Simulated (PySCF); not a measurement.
B3LYP has the VWN-RPA correlation part, as in Gaussian. Excitations are Tamm–Dancoff values on a coarser integration grid. The basis has no diffuse functions, so Rydberg states are missing or too high.

Cartesian coordinates (Å):
SMILES: N=C1CC1
```xyz
9

N      1.8482    -0.0044     0.4117
C      0.6236     0.0331     0.1392
C     -0.6517    -0.6348    -0.1428
C     -0.5075     0.9137    -0.1142
H      2.1732    -0.9714     0.4858
H     -1.1880    -1.1047     0.6733
H     -0.7922    -1.1086    -1.1074
H     -0.5572     1.4392    -1.0606
H     -0.9530     1.4431     0.7199
```
Charge 0, multiplicity 1.

Give the dipole moment, S1 oscillator strength and T1 excitation (TDA) at the level B3LYP-D3(BJ)/def2-TZVP in PySCF.


| Quantity | Value |
|---|---|
| dipole moment | 2.32 D |
| S1 oscillator strength | 0.003 |
| T1 excitation (TDA) | 4.12 eV |
